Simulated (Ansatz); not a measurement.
Isomers of Si$_{5}$Se$_{5}$ (singlet), relaxed with PBE-D4/def2-SVP; total energies from Ansatz at PBE0-D4/def2-TZVP.

```
isomer                                                            description   energy (Eh)
     A                              point group Cs; 15 × Se–Si 2.34 to 2.60 Å  -13453.53154
     B  point group not assigned; 12 × Se–Si 2.24 to 2.57 Å; 1 × Si–Si 2.45 Å  -13453.52471
     C  point group not assigned; 14 × Se–Si 2.11 to 2.73 Å; 1 × Si–Si 2.43 Å  -13453.53212
     D            point group Cs; 13 × Se–Si 2.29 to 2.53 Å; 1 × Si–Si 2.47 Å  -13453.50788
```

The isomers come from a short search, and lower ones may exist.

Work out the relative energies (1 Eh = 2625.5 kJ/mol) and the Boltzmann populations at 500 K from electronic energies alone (R = 8.314 J/mol/K).

ΔE: A 1.5, B 19.5, C 0.0, D 63.6 kJ/mol. RT = 4.16 kJ/mol. Factors exp(−ΔE/RT): A 0.697, B 0.00921, C 1, D 2.29e-07; sum 1.706. Populations: A 40.9 %, B 0.5 %, C 58.6 %, D 0.0 %. Zero-point energy, vibrational entropy and symmetry numbers are left out and can shift these; an error of 4 kJ/mol changes a ratio by a factor of 2.6. Over the other density-functional and correlated levels in def2 sets, the gap between C and A ranges from -5 to 17 kJ/mol.
